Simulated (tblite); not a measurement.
Compound: C₅H₈NO (doublet state).
Bonds: C1–C2, C2–N3 (double), N3–C4, C4–O5, O5–C6, C6–C7, C1–C7. Hydrogens: H8 on C1; H9 on C2; H10, H11 on C4; H12, H13 on C6; H14, H15 on C7.

A start from a force field or distance geometry was refined with GFN2-xTB geometry optimisation, gas phase in tblite 0.8.0. Values at the start:

```
 coordinate    start
      C1–C2  1.471 Å
      C1–C7  1.482 Å
      C1–H8  1.089 Å
      C2=N3  1.290 Å
      C2–H9  1.089 Å
      N3–C4  1.435 Å
      C4–O5  1.428 Å
     C4–H10  1.087 Å
     C4–H11  1.104 Å
      O5–C6  1.418 Å
      C6–C7  1.517 Å
     C6–H12  1.098 Å
     C7–H14  1.096 Å
   C1–C2–N3   129.0°
   C1–C7–C6   114.0°
   C2–C1–C7   121.5°
   C2–N3–C4   121.3°
   N3–C4–O5   119.5°
   C4–O5–C6   113.0°
   O5–C6–C7   111.2°
C2–C1–C7–C6      60°
C2–N3–C4–O5      52°
N3–C4–O5–C6     -82°
C7–C1–C2–N3     -42°
```

Task: How do these coordinates change at the GFN2-xTB level?

Result: 
```json
{"coordinate": "C1–C2", "GFN2-xTB (Å or °)": "1.385", "change": "-0.086"}
{"coordinate": "N3–C4", "GFN2-xTB (Å or °)": "1.399", "change": "-0.036"}
{"coordinate": "C4–O5", "GFN2-xTB (Å or °)": "1.409", "change": "-0.019"}
{"coordinate": "C6–C7", "GFN2-xTB (Å or °)": "1.531", "change": "+0.014"}
{"coordinate": "C2=N3", "GFN2-xTB (Å or °)": "1.303", "change": "+0.013"}
{"coordinate": "O5–C6", "GFN2-xTB (Å or °)": "1.406", "change": "-0.012"}
{"coordinate": "C4–H10", "GFN2-xTB (Å or °)": "1.099", "change": "+0.012"}
{"coordinate": "C1–H8", "GFN2-xTB (Å or °)": "1.081", "change": "-0.008"}
{"coordinate": "C4–H11", "GFN2-xTB (Å or °)": "1.110", "change": "+0.006"}
{"coordinate": "C6–H12", "GFN2-xTB (Å or °)": "1.094", "change": "-0.004"}
{"coordinate": "C7–H14", "GFN2-xTB (Å or °)": "1.098", "change": "+0.002"}
{"coordinate": "C1–C7", "GFN2-xTB (Å or °)": "1.483", "change": "+0.001"}
{"coordinate": "C2–H9", "GFN2-xTB (Å or °)": "1.089", "change": "0.000"}
{"coordinate": "C2–N3–C4", "GFN2-xTB (Å or °)": "128.3", "change": "+7.0"}
{"coordinate": "C2–C1–C7", "GFN2-xTB (Å or °)": "127.6", "change": "+6.1"}
{"coordinate": "C1–C2–N3", "GFN2-xTB (Å or °)": "132.9", "change": "+3.9"}
{"coordinate": "N3–C4–O5", "GFN2-xTB (Å or °)": "122.1", "change": "+2.6"}
{"coordinate": "C4–O5–C6", "GFN2-xTB (Å or °)": "114.8", "change": "+1.8"}
{"coordinate": "O5–C6–C7", "GFN2-xTB (Å or °)": "111.9", "change": "+0.7"}
{"coordinate": "C1–C7–C6", "GFN2-xTB (Å or °)": "113.7", "change": "-0.3"}
{"coordinate": "C2–N3–C4–O5", "GFN2-xTB (Å or °)": "8", "change": "-44"}
{"coordinate": "C7–C1–C2–N3", "GFN2-xTB (Å or °)": "1", "change": "+43"}
{"coordinate": "C2–C1–C7–C6", "GFN2-xTB (Å or °)": "19", "change": "-41"}
{"coordinate": "N3–C4–O5–C6", "GFN2-xTB (Å or °)": "-54", "change": "+28"}
```

The energy falls by 10.3 kcal/mol over 68 L-BFGS steps, the largest force on an atom goes from 2.32 to 0.009 eV/Å, and the atoms move by 0.380 Å rms after alignment. The bond that changes most is C1–C2 (ends: carbon bonded to 2 C and H; carbon bonded to C, N and H), which shortens by 0.086 Å. Bonds longer at the end by more than 0.005 Å: 4 of 15; shorter: 6. Among the dihedrals that turn most is C2–N3–C4–O5, from 52° to 8°. Rotational constants go from 3688, 3421, 1923 to 3674, 3494, 1929 MHz.

On one thread, Arm Neoverse N1 (aarch64) (shared host), this took 0.5 s wall.

Its GFN2-xTB frequencies are all real (lowest 130 cm⁻¹). 2 starts were optimised and ended at 0.00 and 3.39 kcal/mol (GFN2-xTB); the lowest of these is shown.

One conformer stands for the species.

These are computed values.
